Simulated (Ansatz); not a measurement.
H₂Cl₃NTi, charge +1, doublet, at a GFN2-xTB geometry (such geometries of metal compounds can be far from the true shape) (the multiplicity is a formal guess). Base run: Ansatz (a first-principles code) with SVWN5/def2-SV(P).

Here is a job for Ansatz.
Ansatz 0.2 input:
```yaml
crystal:
  periodic: [false, false, false]
  atoms:
    - {symbol: Ti, position_ang: [-0.15933157, -0.28753756, -0.03001478]}
    - {symbol: Cl, position_ang: [1.81496282, -0.36330626, -0.82880679]}
    - {symbol: Cl, position_ang: [0.04958993, 0.37113781, 1.98970337]}
    - {symbol: Cl, position_ang: [-1.03069202, 1.41270484, -0.99761125]}
    - {symbol: N, position_ang: [-1.11563369, -1.86527973, -0.22119152]}
    - {symbol: H, position_ang: [-0.92094631, -2.61967004, -0.89011522]}
    - {symbol: H, position_ang: [-1.93995560, -2.14666456, 0.32293042]}
basis:
  gaussian:
    orbitals: def2-SV_P_.json
hamiltonian:
  xc: {name: SVWN5}
total_charge: 1
magnetization: {spin_polarized: true, initial_magnetization: 1}
```
The basis file holds def2-SV(P) in the JSON format of the Basis Set Exchange.

The base run was repeated with changes; each row names its change, and settings that it needs were set with it.

```json
[
 {"change": "base", "basis functions": "96", "E (Eh)": "-2278.39052"},
 {"change": "basis = pcseg-0", "basis functions": "76", "E (Eh)": "-2275.52311"},
 {"change": "basis = 6-31G", "basis functions": "81", "E (Eh)": "-2278.81716"},
 {"change": "basis = 3-21G", "basis functions": "81", "E (Eh)": "-2267.98365"},
 {"change": "basis = def2-SVP", "basis functions": "109", "E (Eh)": "-2278.40910"},
 {"change": "basis = pcseg-1", "basis functions": "109", "E (Eh)": "-2278.85511"},
 {"change": "basis = 6-31G*", "basis functions": "112", "E (Eh)": "-2278.87588"},
 {"change": "basis = 6-31G**", "basis functions": "118", "E (Eh)": "-2278.88183"},
 {"change": "basis = aug-pcseg-1", "basis functions": "169", "E (Eh)": "-2278.87172"},
 {"change": "basis = pcseg-2", "basis functions": "216", "E (Eh)": "-2279.12772"},
 {"change": "basis = pc-2", "basis functions": "216", "E (Eh)": "-2279.13402"},
 {"change": "basis = cc-pVTZ", "basis functions": "228", "E (Eh)": "-2279.10765"},
 {"change": "basis = def2-TZVPP", "basis functions": "249", "E (Eh)": "-2279.07224"}
]
```

Totals compare only among sets that treat the same electrons; sets with core potentials leave the core out.
